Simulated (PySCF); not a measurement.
Gas-phase reaction: SnH4 + Br2 = SnBr2 + 4 H, at 1800 K and a standard pressure of 1 bar. Level: BLYP/def2-TZVP†.

Computed with PySCF and rigid-rotor harmonic-oscillator thermochemistry at 1 bar. † marks an energy on the PBE0/def2-TZVP geometry and frequencies. Open shells (unrestricted): H (multiplicity 2); the rest are closed-shell singlets. Sn: scalar-relativistic def2 core potential, no spin-orbit coupling. Br: all electrons, no relativistic terms. The harmonic model lacks anharmonicity and excited electronic states, which grow with temperature; levels with a mode under 35 cm⁻¹ are left out. Soft modes under 120 cm⁻¹ make the harmonic entropy rough for SnBr2.

| species | E (Ha) | H(1800 K) − E (kJ/mol) | S°(1800 K) (J/mol/K) |
|---|---|---|---|
| SnH4 | -216.59953 | 208.4 | 369.2 |
| Br2 | -5148.35855 | 67.4 | 311.6 |
| SnBr2 | -5362.74423 | 104.9 | 432.7 |
| H | -0.49755 | 37.4 | 152.1 |
E: electronic energy; H − E holds the zero-point and thermal terms. 1 Ha = 2625.5 kJ/mol.

Work out ΔH°, ΔS°, ΔG° and log10 K from these numbers.

1. ΔE = 1×(-5362.74423) + 4×(-0.49755) − 1×(-216.59953) − 1×(-5148.35855) = 0.22365 Ha = 587.2 kJ.
2. Δ(H − E) = 1×(104.9) + 4×(37.4) − 1×(208.4) − 1×(67.4) = -21.3 kJ, so ΔH° = 565.9 kJ.
3. ΔS° = 1×(432.7) + 4×(152.1) − 1×(369.2) − 1×(311.6) = 360.3 J/K; the number of gas molecules changes by +3.
4. ΔG° = ΔH° − TΔS° = 565.9 − 1800×(360.3)/1000 = -82.6 kJ.
5. log10 K = −ΔG°/(RT ln 10) = 2.40, with RT ln 10 = 34.46 kJ/mol; at standard pressures the products are favoured.
6. A shift of 10 kJ in ΔE would move log10 K by 0.29 here.
7. With ΔH° and ΔS° held fixed, ΔG° changes sign near ΔH°/ΔS° = 1570 K.
8. Lowering the total pressure from 1 bar to 0.01 bar multiplies the mole-fraction quotient K_x = K (p/p°)^(−Δn) by 10^6, which pushes the balance towards the products.
For scale, ΔH°(298 K) is 539 kJ at this level, 565 kJ at ωB97M-V/def2-TZVP†, and runs from 352 to 647 kJ over the 18 levels computed.
